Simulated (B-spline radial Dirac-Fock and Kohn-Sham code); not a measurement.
## Binding energies of Dy at several levels of theory

System: neutral dysprosium in the configuration [Xe] 4f9 6s2 6p1 (an excited configuration).

The density-functional columns are spherical, spin-unpolarised Dirac-Kohn-Sham results without Breit or QED terms: −ε is minus the orbital energy of the initial state and ΔSCF the difference of two total energies. The reference in the last column comes from Dirac-Fock (average of configuration) total-energy differences with a finite nucleus, the Breit interaction including its frequency dependence, and self-energy and vacuum-polarisation corrections. All numbers are from a B-spline atomic structure program, in eV; a selection of levels is shown. The Kohn-Sham columns are given as differences from the reference. For the 1s level of heavy atoms much of the gap between ΔSCF and the reference is the Breit and QED part, -238.7 eV here; for other levels the error of the functional can be larger.

| level | LDA −ε − DF | LDA ΔSCF − DF | Dirac-Fock |
| --- | --- | --- | --- |
| 1s | -248.5 | +225.9 | 53799.4 |
| 2s | -144.5 | -59.8 | 9067.4 |
| 2p1/2 | -104.6 | +3.7 | 8595.4 |
| 2p3/2 | -112.9 | -16.6 | 7804.5 |
| 3s | -71.2 | -47.3 | 2065.4 |
| 3p1/2 | -55.8 | -30.2 | 1860.9 |
| 3p3/2 | -54.8 | -31.2 | 1694.1 |
| 3d3/2 | -34.4 | -6.1 | 1346.9 |
| 3d5/2 | -35.1 | -7.5 | 1311.4 |
| 4s | -34.3 | -24.1 | 436.7 |
| 4p1/2 | -27.1 | -17.0 | 354.8 |
| 4p3/2 | -27.3 | -17.5 | 317.6 |
| 4d3/2 | -14.9 | -5.4 | 181.8 |
| 4d5/2 | -15.0 | -5.6 | 175.1 |
| 4f | -4.3 | +3.7 | 16.94 |
| 5s | -9.1 | -3.0 | 65.21 |
| 5p1/2 | -4.4 | +1.3 | 39.78 |
| 5p3/2 | -4.4 | +1.0 | 34.68 |
| 6s | -1.2 | +1.5 | 6.98 |
| 6p | -1.7 | +0.4 | 3.98 |

Values without a named source are computed, but for edge energies of neutral atoms, which are taken from tables.
